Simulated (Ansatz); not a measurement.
Isolated molecules relaxed with PBE0-D4/def2-TZVP in Ansatz; ΔE leaves out vibrations. CCSD(T)/CBS is the MP2 limit (def2-TZVPP, def2-QZVPP) plus CCSD(T) − MP2 in def2-TZVPP, frozen cores. DFT in def2-TZVPP. def2 core potentials past Kr. For Sn outer-core shells are correlated without core-valence functions, which leaves a few kJ/mol of doubt a bond. One conformer a species, not always the lowest.

Consider the redistribution: `[NH2][SnH]([OH])[F]` + `F[C@H]1C[Si@@H]1Cl` → `[NH2][SnH]([OH])[Cl]` + `F[C@H]1C[Si@@H]1F`.

```json
{"level": "PBE-D4", "ΔE (eV)": "-0.56"}
{"level": "r2SCAN-D4", "ΔE (eV)": "-0.63"}
{"level": "PBE0-D4", "ΔE (eV)": "-0.62"}
{"level": "B2PLYP", "ΔE (eV)": "-0.66"}
```

Question: What does CCSD(T)/CBS give? (Best estimate.)

Answer: The calculation gave: -0.65 eV. The listed levels differ from it by 0.09, 0.02, 0.03, -0.01 eV.

Largest T1 diagnostic among the species: 0.014.

From PBE to PBE0 (25 % exact exchange), in def2-TZVPP and without D4, ΔE moves by −0.06 eV. In def2-TZVPP, CCSD(T) changes the Hartree–Fock value by +0.12 eV (the triples alone add +0.03 eV) and MP2 by +0.12 eV.
